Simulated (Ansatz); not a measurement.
A structure relaxed at PBE-D4/def2-TZVP in Ansatz, charge 0, doublet:

```xyz
3

Co    0.000    0.000    0.000
F    -0.757    0.894   -1.257
F     0.757   -0.894    1.257
```

Give its formula and point group.

the cluster CoF₂ (the lowest doublet isomer of a short search). Point group D∞h (tolerance 0.1 Å).

Summarise the bond lengths by kind (pairs closer than 1.2 times the sum of covalent radii, bridged metal pairs left out).

2 × Co–F 1.72 Å. The metal has 2 neighbours: F 1.72 Å, F 1.72 Å.

The charge 0 doublet is spin-contaminated (final ⟨S²⟩ up to 1.75, 0.75 for a pure state). At PBE-D4/def2-TZVP a quartet of charge 0 lies 0.70 eV below the doublet, each at its own geometry. The structure comes from a short search, and lower isomers may exist.
